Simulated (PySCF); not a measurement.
# Bonding in Cu(AsH3)Br

Species: Cu(AsH3)Br (singlet state).
Geometry (PBE0-D3(BJ)/def2-SVP, Å), atoms numbered from 1 in this order:
```
atom  x, y, z in Å
Cu1    0.0002    0.0132   -1.5238
As2    0.0079   -0.0196    0.7556
H3     0.8312   -1.0423    1.5012
H4    -1.2877   -0.2289    1.5020
H5     0.4762    1.1995    1.5132
Br6   -0.0278    0.0781   -3.7482
```

Bond orders from the PBE0/pcSseg-1 (pcSseg-2 on Cu) density (PySCF). Isolated species at its PBE0-D3(BJ)/def2-SVP geometry, gas phase. The calculation is non-relativistic, for arsenic and bromine too.

(1) Set the Mayer orders of the bonds between heavy atoms beside their lengths.

(2) And the bonds to hydrogen?

(3) Sum the orders of all bonds at each heavy atom with more than one neighbour.

## Answers

(1) 
```tsv
bond	length (Å)	Mayer order
Cu1–As2	2.280	0.693
Cu1–Br6	2.226	0.896
```

(2) As–H: 0.94 (3 bonds).

(3) Cu1 1.589, As2 3.498. Orders between atoms that aren't bonded are not in these sums.

For a closed shell the Mayer order of atoms A and B is Σ (PS)μν (PS)νμ over the basis functions μ on A and ν on B, with P the density and S the overlap matrix.

These values come from a run that also computed NMR shieldings. On Arm Neoverse V1, one thread (shared host), this took 19 s.
